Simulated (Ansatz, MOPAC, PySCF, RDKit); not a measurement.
Pair of molecules: CH5N (SMILES CN) (first 7 atoms) with CH4S (SMILES CS); geometry from B3LYP-D3(BJ)/def2-TZVP.
(charge 0, multiplicity 1):
```xyz
13

C      0.41790     0.39043     0.46302
N     -0.36245    -0.81726     0.73830
H      1.42491     0.26215     0.86161
H     -0.03482     1.23312     0.98713
H      0.50299     0.64915    -0.59934
H      0.06953    -1.63557     0.32694
H     -1.29530    -0.74311     0.35045
C      1.16878     0.09359     4.28288
S     -0.63865    -0.08871     4.12906
H      1.55686     0.81177     3.56263
H      1.36575     0.46476     5.28718
H      1.67155    -0.86390     4.15979
H     -0.63210    -0.58340     2.86781
```

Monomers are frozen at their geometry in the pair; levels with a basis set take the counterpoise correction. Rows marked so take none. RDKit's UFF carries no charges.

Cores are frozen in the correlated methods. Rows in 3-21G, 6-31G* carry no dispersion term and start afresh at each structure (6-31G* with six Cartesian d functions). MP2/6-31G* freezes PySCF's default core. The state that PM6 reach isn't checked.

Programs: Ansatz (an electronic-structure program) with Gaussian orbitals; MOPAC for PM6 (differences of heats of formation); PySCF for 3-21G rows, 6-31G* rows; RDKit for the force fields. Values without a source in brackets are computed.

```
level                          interaction energy (kJ/mol)
-----------------------------  ---------------------------
UFF                                                   20.7
PM6                                                  -12.8
HF/6-31G* (no counterpoise)                           -7.0
BLYP/def2-TZVPPD                                      -5.1
B3LYP/3-21G (no counterpoise)                        -33.0
wB97X-V/def2-TZVPPD                                  -15.4
B2PLYP/def2-TZVPPD                                   -10.8
MP2/6-31G*                                             ___
CCSD(T)/aug-cc-pV(D+d)Z                              -12.8
```

Task: What belongs in the gaps?

Result: 
- MP2/6-31G*, interaction energy (kJ/mol): -12.0
